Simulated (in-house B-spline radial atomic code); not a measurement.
A run on neutral lanthanum (an excited or competing configuration) that did not converge. Method: scalar-relativistic (X2C) BP86, spin-polarised, spherical fractional occupations, Fermi nucleus of rms radius 4.855 fm; computed with an all-electron radial atomic-structure program (B-spline basis).

Command:
```bash
python run_scf.py task.json out
```
Settings (nuclear radius in fm, mass in u):
```
Z                57
configuration    [Xe] 4f1 5d1 6s1
hamiltonian      x2c
method           b88,p86
spin_polarised   True
nucleus          fermi
rms_radius       4.855
atomic_mass      138.90636
speed_of_light   137.035999084
```

First and last ten iterations of the last attempt (damped for 15 steps, keeping 80 % of the old Fock matrix, then DIIS):
```
 iter        energy (Eh)    residual
    1       -8487.276170    4.73e-01
    2       -8487.809710    3.93e-01
    3       -8490.869488    2.45e-01
    4       -8492.321238    1.48e-01
    5       -8492.975439    8.67e-02
    6       -8493.256145    4.92e-02
    7       -8493.371269    2.69e-02
    8       -8493.416648    1.39e-02
    9       -8493.434024    9.65e-03
   10       -8493.440739    6.50e-03
  111       -8493.159915    3.82e-02
  112       -8493.157553    3.84e-02
  113       -8493.152761    3.87e-02
  114       -8493.230627    3.06e-02
  115       -8483.168051    3.46e-01
  116       -8482.771522    3.60e-01
  117       -8482.637314    4.54e-01
  118       -8482.936598    4.14e-01
  119       -8491.675216    2.21e-01
  120       -8492.062497    7.25e-02
 not converged after 120 iterations
```

The smallest residual met was 2.4e-03; the threshold is about 6e-07. No energy from this run should be used. Time taken, with all properties: 2.4 s on 1 thread of Arm Neoverse V2, with other jobs on the host.
